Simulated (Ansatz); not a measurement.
**Question.** Name a neutral molecule of C, Ga, O, Se and H with size of the dipole moment (B3LYP/def2-TZVPP) between 1.20 and 1.50 D and size of the dipole moment (ωB97M-V/def2-TZVPP) between 1.30 and 1.60 D (Ansatz, PBE0-D4/def2-TZVP geometry).

**Answer.** `C[O][GaH][SeH]` (1.33 D, 1.43 D). Other molecules can fit too; these were computed, each in one conformer that needn't be the lowest.

B3LYP here is the variant with VWN-RPA as its local correlation; programs differ in this.
